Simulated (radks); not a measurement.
Results of a calculation; reference values are marked as such.
The titanium ion Ti+, configuration [Ar] 3d2 4s1.

Level of theory: scalar-relativistic Kohn-Sham, r2SCAN, spin-unpolarised, spherical densities, finite nucleus; meta-GGA in the generalised Kohn-Sham scheme; Fermi nuclear charge, rms radius 3.5921 fm (a radial shooting solver on a logarithmic mesh with Libxc functionals).

Energy parts (hartree):
| part | energy |
|---|---|
| total | -853.46303 |
| kinetic | 860.68208 |
| electron-nucleus | -2023.22085 |
| Hartree | 350.99714 |
| exchange-correlation | -41.92141 |

Orbitals (lengths in bohr, moments of r in powers of bohr; <r^-3> diverges for s and p1/2):
| orbital | occ. | eigenvalue (hartree) | <r^2> | <r^-3> | <r> |
|---|---|---|---|---|---|
| 1s | 2 | -179.9454 | 0.006517 | - | 0.06960 |
| 2s | 2 | -20.27825 | 0.1242 | - | 0.3240 |
| 2p | 6 | -16.78091 | 0.1034 | 265.1 | 0.2896 |
| 3s | 2 | -2.65527 | 1.170 | - | 1.008 |
| 3p | 6 | -1.74279 | 1.387 | 29.93 | 1.086 |
| 3d | 2 | -0.40930 | 3.041 | 2.012 | 1.520 |
| 4s | 1 | -0.37812 | 11.88 | - | 3.238 |

The highest occupied level is 4s at -10.289 eV. Summed over all electrons, <r^2> = 29.51 bohr^2, which gives a Langevin (diamagnetic) susceptibility term of -23.4 x 10^-6 cm^3/mol.
